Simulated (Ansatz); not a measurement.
One change: `CO[SiH](F)S` becomes `F[SiH](S)[GeH3]`.

Ansatz, PBE0-D4/def2-TZVP geometries, multiplicity 1. Each molecule was computed in one conformer, which needn't be the lowest.

Scalar relativity is left out up to krypton.

```tsv
property	`CO[SiH](F)S`
LUMO energy (B3LYP/def2-TZVPP) / eV	0.01
LUMO energy (PBE/def2-TZVPP) / eV	-0.69
HOMO energy (PBE0/def2-TZVPP) / eV	-7.86
HOMO–LUMO gap (PBE/def2-TZVPP) / eV	5.90
size of the dipole moment (PBE/def2-TZVPP) / D	1.70
HOMO energy (PBE/def2-TZVPP) / eV	-6.59
```

(1) Give the same properties after the change, and the shifts. (An estimate is asked.)

Results:

(1) Ansatz gave: 
| property | `F[SiH](S)[GeH3]` | shift |
| --- | --- | --- |
| LUMO energy (B3LYP/def2-TZVPP) / eV | -0.46 | -0.47 |
| LUMO energy (PBE/def2-TZVPP) / eV | -1.11 | -0.42 |
| HOMO energy (PBE0/def2-TZVPP) / eV | -7.86 | 0.00 |
| HOMO–LUMO gap (PBE/def2-TZVPP) / eV | 5.56 | -0.34 |
| size of the dipole moment (PBE/def2-TZVPP) / D | 1.21 | -0.49 |
| HOMO energy (PBE/def2-TZVPP) / eV | -6.67 | -0.08 |

Dipoles are sizes alone; their direction can turn.

B3LYP here is the variant with VWN-RPA as its local correlation; programs differ in this.
